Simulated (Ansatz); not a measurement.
```yaml
crystal:
  periodic: [false, false, false]
  atoms:
    - {symbol: Br, position_ang: [2.541817, 0.144477, 0.806929]}
    - {symbol: Br, position_ang: [-2.455581, 0.214066, 0.263248]}
    - {symbol: Br, position_ang: [0.247250, 2.539494, -0.772190]}
    - {symbol: Br, position_ang: [0.144858, -2.463635, -0.297019]}
    - {symbol: P, position_ang: [-0.082082, -0.065085, 2.794967]}
    - {symbol: P, position_ang: [-0.042244, -0.049112, -2.795438]}
    - {symbol: Zr, position_ang: [0.092649, 0.083524, 0.000250]}
    - {symbol: H, position_ang: [0.516915, 0.996666, 3.541113]}
    - {symbol: H, position_ang: [0.597960, -1.161958, 3.404102]}
    - {symbol: H, position_ang: [-1.332087, -0.148553, 3.486230]}
    - {symbol: H, position_ang: [1.046928, 0.517522, -3.527261]}
    - {symbol: H, position_ang: [-1.108225, 0.679476, -3.403070]}
    - {symbol: H, position_ang: [-0.168168, -1.286891, -3.501870]}
basis:
  gaussian: {orbitals: def2-TZVP, initial_orbitals: start.molden}
hamiltonian: {xc: {name: wB97X-V}}
scf: {omitted_lower_state_checks: [starts]}
output: {orbitals: {seedname: orbitals}}
```

The file start.molden holds the orbitals of an earlier run on this structure, at another level or in another basis.

```sh
$ ansatz run in.yaml --threads 4 --pin off --events-out ev --progress --plain --max-ram 4787MiB
```

(1) Does this run fit into the memory that it is given?

Results:

(1) No. It has 342 basis functions, and Ansatz plans for 6 GiB where 5 GiB are given.
